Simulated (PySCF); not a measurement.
# A thermochemical cycle for HgH

PBE0 in PySCF with def2-SVPD on every atom (core potentials on Hg), for the lowest determinant that a PBE0 search found; no spin–orbit coupling. HgH, a doublet (σ ↑), has De = 0.38 eV to neutral atoms, and HgH⁺, a singlet (closed shell), has De = 2.57 eV to Hg⁺ + H.

At the same level the Hg atom ionises at 10.16 eV.

What is the adiabatic ionisation energy of the molecule, and does ionisation strengthen or weaken the bond?

IE = IE(Hg) + De(neutral) − De(ion) = 10.16 + 0.38 − 2.57 = 7.97 eV. De changes by +2.19 eV, so ionisation strengthens the bond.

Weak bonds: HgH. Basis-set superposition, not corrected here, can be much of De in a small basis, most of all at correlated wavefunction levels. Spin–orbit coupling is left out. For an ion De counts to the pair picked by the measured ionisation energies or electron affinities, which need not be the lowest pair at this level. States were picked by a PBE0 search and need not be the measured ground states.
